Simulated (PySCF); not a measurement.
## Correlation energy of Xe(3+) (xenon, charge +3)

[Kr] 4d10 5s2 5p3, high-spin 4S determinant. Computed with PySCF 2.14 in aug-cc-pwCVTZ-DK3, with the spin-free X2C one-electron Hamiltonian (Gaussian nucleus). Frozen: [Kr] 4d10; 5 electrons correlated.

```csv
level,correlation energy (mhartree)
CCSD,-83.63
(T),-2.09
CCSD(T),-85.72
```

Diagnostics: T1 = 0.0017, D1 = 0.0037, largest double amplitude 0.046.

Cost of the coupled-cluster step: roughly 30 core-seconds, for 5 correlated electrons.
